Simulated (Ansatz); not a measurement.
Species: Br4Si, SMILES `Br[Si](Br)(Br)Br` (charge 0, multiplicity 1).

Task: Give a relaxed geometry from Ansatz (a program for electronic structure) with B3LYP-D3(BJ)/def2-SVP.

Result: the end point of this relaxation (outside a Z-matrix the atoms follow the SMILES, hydrogens last).
Cartesian coordinates (Å) in one orientation:
```xyz
5

Br    -0.009     2.096     0.726
Si     0.000     0.000     0.000
Br    -0.041    -1.384     1.733
Br     1.836    -0.362    -1.191
Br    -1.785    -0.351    -1.269
```
